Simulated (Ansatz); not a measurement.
`O[SiH2][SiH2]CCl` and `S[SiH2][SiH2]CCl` differ in one element.

Ansatz, PBE0-D4/def2-TZVP geometries, multiplicity 1. Each molecule was computed in one conformer, which needn't be the lowest.

```
                                          property  `O[SiH2][SiH2]CCl`
  size of the dipole moment (B3LYP/def2-TZVPP) / D                1.53
             HOMO–LUMO gap (B3LYP/def2-TZVPP) / eV                6.70
              HOMO–LUMO gap (PBE0/def2-TZVPP) / eV                7.09
    size of the dipole moment (PBE/def2-TZVPP) / D                1.44
           HOMO–LUMO gap (ωB97M-V/def2-TZVPP) / eV               10.84
size of the dipole moment (ωB97M-V/def2-TZVPP) / D                1.54
```

(1) Give the same properties after the change, and the shifts. (Estimate.)

## Answers

(1) The calculation gave: 
```tsv
property	`S[SiH2][SiH2]CCl`	shift
size of the dipole moment (B3LYP/def2-TZVPP) / D	1.26	-0.27
HOMO–LUMO gap (B3LYP/def2-TZVPP) / eV	6.04	-0.66
HOMO–LUMO gap (PBE0/def2-TZVPP) / eV	6.43	-0.66
size of the dipole moment (PBE/def2-TZVPP) / D	1.20	-0.24
HOMO–LUMO gap (ωB97M-V/def2-TZVPP) / eV	10.28	-0.56
size of the dipole moment (ωB97M-V/def2-TZVPP) / D	1.26	-0.28
```

With PBE0 the HOMO rises by 0.44 eV and the LUMO falls by 0.21 eV, so the gap narrows by about 0.65 eV. PBE moves the HOMO by 0.35 eV and ωB97M-V by 0.45 eV. Dipoles are sizes alone; their direction can turn.

B3LYP here is the variant with VWN-RPA as its local correlation; programs differ in this.
